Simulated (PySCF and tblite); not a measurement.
The numbers below are computed, except where a source is named.
System: C7H14NO (charge +1), numbered as in [CH3:1][O:2][C@@H:3]1[NH2+:4][CH2:5][C@H:6]1[CH:7]1[CH2:8][CH2:9]1.

The path came from a restrained scan, a climbing-image band and a saddle search at GFN2-xTB; energies are PBE0/pcSseg-1 + D3(BJ)//GFN2-xTB, thermal terms GFN2-xTB. Rates follow Eyring's equation with the number of equivalent paths and no tunnelling. (PySCF 2.14 with density fitting, tblite 0.8.)

Tunnelling of the moving H, left out here, will speed the real process. In real samples such hydrogens mostly exchange between molecules or through solvent, far faster than by this path. DFT energies on a tight-binding saddle of a bond shift can be off by several kcal/mol. The ion is treated without a counter-ion.

(1) Estimate the barrier and the room-temperature rate of the shift of H on N4 from N4 to O2.

Results:

(1) The electronic barrier is 36.6 kcal/mol and ΔG‡(298 K) 33.4 kcal/mol, over a C1 saddle with an imaginary mode of 1373i cm⁻¹ (GFN2-xTB). With 1 equivalent path, k is 2.2×10⁻¹² s⁻¹. The end lies 16.7 kcal/mol above the start in free energy.
